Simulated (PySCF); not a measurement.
A structure optimised at PBE-D3(BJ)/def2-SVP, used in a PySCF frequency run:

```
Si
N 1 1.7611
H 2 1.0232 1 120.09
H 2 1.0241 3 111.45 1 142.72
H 1 1.5060 2 106.44 3 -50.29
C 1 1.9121 5 107.99 2 -122.97
H 6 1.1136 1 106.67 5 -48.74
H 6 1.1223 7 105.81 1 117.02
N 6 1.4648 7 109.61 8 125.87
H 9 1.0285 6 111.13 7 -63.21
H 9 1.0286 10 105.76 6 118.16
Si 1 2.3641 5 114.07 2 111.27
N 12 1.7613 1 101.72 5 -114.42
H 13 1.0245 12 119.03 1 177.37
H 13 1.0262 14 110.01 12 133.88
H 12 1.5099 13 108.00 14 -63.74
H 12 1.5183 16 105.46 13 -125.45
```

**Question.** Write its SMILES and formula.

**Answer.** NC[Si@H](N)[SiH2]N, CH₁₁N₃Si₂

**Question.** What are its rotational constants (standard atomic weights)?

**Answer.** 3.9773, 1.1662, 1.0022 GHz
